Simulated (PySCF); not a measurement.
ZnO: energy against distance

Set-up: Zn def2-TZVPP, O def2-TZVPP; no relativity (PySCF 2.14). Energies in eV from Zn + O in their ground configurations at the same level. State: ³Π (triplet), unpaired electrons σ ↑, π ↑.

All columns are PBE0. A positive dipole means Zn(−)O(+).

```
R (Å)  E (eV)  μ (D)  Mulliken charge on Zn (basis-dependent)  HOMO (eV)  LUMO (eV)  Mayer bond order  ⟨S²⟩
1.608  -0.684  -1.59                                     0.39      -6.18      -4.21              1.04  2.01
1.683  -1.102  -1.84                                     0.38      -6.28      -3.97              1.01  2.01
1.758  -1.323  -2.08                                     0.37      -6.37      -3.74              0.98  2.01
1.814  -1.399  -2.26                                     0.37      -6.45      -3.59              0.95  2.01
1.870  -1.419  -2.42                                     0.38      -6.52      -3.44              0.93  2.01
1.926  -1.398  -2.57                                     0.38      -6.59      -3.32              0.90  2.01
2.001  -1.326  -2.74                                     0.38      -6.69      -3.42              0.87  2.01
2.094  -1.194  -2.89                                     0.37      -6.80      -3.52              0.83  2.02
2.207  -1.012  -2.97                                     0.36      -6.91      -3.62              0.77  2.02
2.356  -0.778  -2.90                                     0.32      -7.02      -3.71              0.68  2.03
```

A fit through these points gives, at Re = 1.866 Å, μ = -2.41 D and dμ/dR = -2.84 D/Å; the reduced mass is 12.79 u.

Task: How strong is the fundamental in the double-harmonic approximation, I = 42.26·(dμ/dR)²/μred km/mol?

Result: I = 42.26·(-2.84)²/12.79 = 26.6 km/mol at PBE0.

The state is the lowest determinant that a PBE0 search found; another state may lie lower at other levels.
